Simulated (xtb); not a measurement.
xtb input (GFN1-xTB):

```bash
xtb mol.xyz --gfn 1 --opt tight --chrg 0 --uhf 0
```
mol.xyz:
```
17

C     -1.18935895     1.73282702    -0.80322590
C     -1.18586824     0.33392369    -0.16987108
C     -1.83118578    -0.69611308    -1.10826892
Si     0.52807255    -0.18450155     0.36024054
O      1.41062399    -0.24217203    -1.03377810
O      1.19635940     0.83066646     1.46654223
O      0.54952211    -1.61943781     1.16127628
H     -0.58129898     1.75440671    -1.70999714
H     -0.80022300     2.49085411    -0.11935951
H     -2.20429213     2.03360561    -1.07698380
H     -1.77771224     0.37474415     0.75215850
H     -2.84502033    -0.39174533    -1.38212528
H     -1.25598393    -0.80101021    -2.03051095
H     -1.90400790    -1.68242393    -0.64372358
H      2.33241054    -0.50530255    -0.96650842
H      1.38013918     1.72936774     1.18545798
H      0.24940711    -2.39575314     0.68409645
```

Output:

```
           -------------------------------------------------
          |                Calculation Setup                |
           -------------------------------------------------

           -------------------------------------------------
          |                 G F N 1 - x T B                 |
           -------------------------------------------------

        Reference                      10.1021/acs.jctc.7b00118
      * Hamiltonian:
        H0-scaling (s, p, d)           1.850000    2.250000    2.000000
        zeta-weighting                 0.000000
      * Dispersion:
        s8                             2.400000
        a1                             0.630000
        a2                             5.000000
        s9                             0.000000
      * Repulsion:
        kExp                           1.500000
        rExp                           1.000000
      * Coulomb:
        alpha                          2.000000
        third order                    atomic
        anisotropic                    false
      * Halogen bond correction:
        rad-scale                      1.300000
        damping                        0.440000

          ...................................................
          :                      SETUP                      :
          :.................................................:
          :  # basis functions                  54          :
          :  # atomic orbitals                  53          :
          :  # shells                           35          :
          :  # electrons                        44          :
          :  # halogen bonds                     0          :
          :  max. iterations                   250          :
          :  Hamiltonian                  GFN1-xTB          :
          :  restarted?                      false          :
          :  GBSA solvation                  false          :
          :  PC potential                    false          :
          :  electronic temp.          300.0000000     K    :
          :  accuracy                    1.0000000          :
          :  -> integral cutoff          0.2500000E+02      :
          :  -> integral neglect         0.1000000E-07      :
          :  -> SCF convergence          0.1000000E-05 Eh   :
          :  -> wf. convergence          0.2000000E-04 e    :
          :  Broyden damping             0.4000000          :
          :  net charge                          0          :
          :  unpaired electrons                  0          :
          ...................................................

 iter      E             dE          RMSdq      gap      omega  full diag
   1    -28.1298673 -0.281299E+02  0.778E+00    7.43       0.0  T
   2    -28.1370169 -0.714965E-02  0.467E+00    7.57       1.0  T
   3    -28.1336608  0.335609E-02  0.458E-01    7.41       1.0  T
   4    -28.1378837 -0.422281E-02  0.189E-01    7.38       1.0  T
   5    -28.1386945 -0.810889E-03  0.311E-02    7.43       1.0  T
   6    -28.1387037 -0.915039E-05  0.115E-02    7.44       2.1  T
   7    -28.1387041 -0.391341E-06  0.143E-03    7.45      17.0  T
[...]
        30                         -0.0298508              -0.8123
        31                         -0.0226935              -0.6175
        32                         -0.0174530              -0.4749
        33                          0.0255915               0.6964
       ...                                ...                  ...
        53                          1.5315831              41.6765
      -------------------------------------------------------------
                  HL-Gap            0.2734988 Eh            7.4423 eV
             Fermi-level           -0.2622510 Eh           -7.1362 eV

  Mulliken/CM5 charges         n(s)   n(p)   n(d)
     1C    -0.08214 -0.22716   1.008  3.074  0.000
     2C    -0.06384 -0.09837   1.045  3.018  0.000
     3C    -0.08211 -0.22714   1.008  3.074  0.000
     4Si    0.57734  0.51915   0.820  1.350  1.253
     5O    -0.50204 -0.68192   1.608  4.894  0.000
     6O    -0.50308 -0.68289   1.608  4.895  0.000
     7O    -0.50300 -0.68284   1.608  4.895  0.000
     8H     0.01742  0.07110   0.983  0.000  0.000
     9H     0.01875  0.07250   0.981  0.000  0.000
    10H     0.00971  0.06142   0.990  0.000  0.000
    11H     0.01059  0.07187   0.989  0.000  0.000
    12H     0.00968  0.06139   0.990  0.000  0.000
    13H     0.01738  0.07107   0.983  0.000  0.000
    14H     0.01887  0.07262   0.981  0.000  0.000
    15H     0.35235  0.53326   0.648  0.000  0.000
    16H     0.35205  0.53295   0.648  0.000  0.000
    17H     0.35208  0.53299   0.648  0.000  0.000

Wiberg/Mayer (AO) data.
largest (>0.10) Wiberg bond orders for each atom

 ---------------------------------------------------------------------------
     #   Z sym  total        # sym  WBO       # sym  WBO       # sym  WBO
 ---------------------------------------------------------------------------
     1   6 C    3.997 --     2 C    0.998     8 H    0.987    10 H    0.986
                             9 H    0.985
     2   6 C    3.961 --     1 C    0.998     3 C    0.998    11 H    0.958
                             4 Si   0.946
     3   6 C    3.997 --     2 C    0.998    13 H    0.987    12 H    0.986
                            14 H    0.985
     4  14 Si   5.135 --     5 O    1.355     7 O    1.354     6 O    1.353
                             2 C    0.946
     5   8 O    2.270 --     4 Si   1.355    15 H    0.850
     6   8 O    2.269 --     4 Si   1.353    16 H    0.850
     7   8 O    2.269 --     4 Si   1.354    17 H    0.850
Note: The following floating-point exceptions are signalling: IEEE_DENORMAL
normal termination of xtb
     8   1 H    1.006 --     1 C    0.987
     9   1 H    1.008 --     1 C    0.985
    10   1 H    1.008 --     1 C    0.986
    11   1 H    1.010 --     2 C    0.958
    12   1 H    1.008 --     3 C    0.986
    13   1 H    1.006 --     3 C    0.987
    14   1 H    1.008 --     3 C    0.985
    15   1 H    0.877 --     5 O    0.850
    16   1 H    0.877 --     6 O    0.850
    17   1 H    0.877 --     7 O    0.850
 ---------------------------------------------------------------------------

Topologies differ in total number of bonds
Writing topology from bond orders to xtbtopo.mol

 dipole moment from electron density (au)
     X       Y       Z
   0.5329  -0.1685   0.2384  total (Debye):    1.545

           -------------------------------------------------
          |                Geometry Summary                 |
           -------------------------------------------------

      molecular mass/u    :      122.1953287
   center of mass at/Å    :        0.0939154      -0.0276932       0.0087941
  moments of inertia/u·Å² :        0.1886383E+03   0.3014247E+03   0.3496980E+03
rotational constants/cm⁻¹ :        0.8936482E-01   0.5592652E-01   0.4820626E-01

 * 13 selected distances

     #   Z          #   Z                                           value/Å
     4  14 Si       5   8 O                                       1.6055293
     4  14 Si       6   8 O                                       1.6058549 (max)
     4  14 Si       7   8 O                                       1.6057799
     1   6 C        8   1 H                                       1.0920339
     1   6 C        9   1 H                                       1.0915664
     1   6 C       10   1 H                                       1.0934367
     2   6 C       11   1 H                                       1.1029616
     3   6 C       12   1 H                                       1.0934362
     3   6 C       13   1 H                                       1.0920341
     3   6 C       14   1 H                                       1.0915628
     5   8 O       15   1 H                                       0.9428559
     6   8 O       16   1 H                                       0.9428637
     7   8 O       17   1 H                                       0.9428153 (min)

 * 3 distinct bonds (by element types)

   Z      Z             #   av. dist./Å        max./Å        min./Å
   1 H    6 C           7     1.0938617     1.1029616     1.0915628
   1 H    8 O           3     0.9428450     0.9428637     0.9428153
   8 O   14 Si          3     1.6057214     1.6058549     1.6055293

optimized geometry written to: xtbopt.xyz

           -------------------------------------------------
          | TOTAL ENERGY              -27.918065078418 Eh   |
          | GRADIENT NORM               0.000302639346 Eh/α |
          | HOMO-LUMO GAP               7.442280484237 eV   |
           -------------------------------------------------

------------------------------------------------------------------------
------------------------------------------------------------------------
 total:
 SCF:
 ANC optimizer:
```
